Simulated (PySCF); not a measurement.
Gas-phase reaction: 3 GeH₃F = Ge₃H₈ + F₂ + HF

Computed with PySCF and rigid-rotor harmonic-oscillator thermochemistry at 1 bar. † marks an energy on the PBE0/def2-TZVP geometry and frequencies; other levels use their own. MP2 and CCSD(T) freeze the core. 6-31G* has spherical d functions here. All species are closed-shell singlets. B3LYP is the form with VWN-RPA correlation. Ge: all electrons, no relativistic terms. MP2 isn't extrapolated to the basis-set limit. CCSD(T) isn't extrapolated to the basis-set limit.

MP2/def2-TZVPP† gives ΔH°(298 K) = 656 kJ.

Q: What do PBE0/def2-QZVP†, CCSD(T)/def2-SVP†, B3LYP/6-31G* give?

A: PBE0/def2-QZVP†: 619 kJ; CCSD(T)/def2-SVP†: 629 kJ; B3LYP/6-31G*: 634 kJ. For scale, ΔH°(298 K) is 656 kJ at this level, 638 kJ at ωB97M-V/def2-TZVP†, and runs from 590 to 743 kJ over the 18 levels computed.
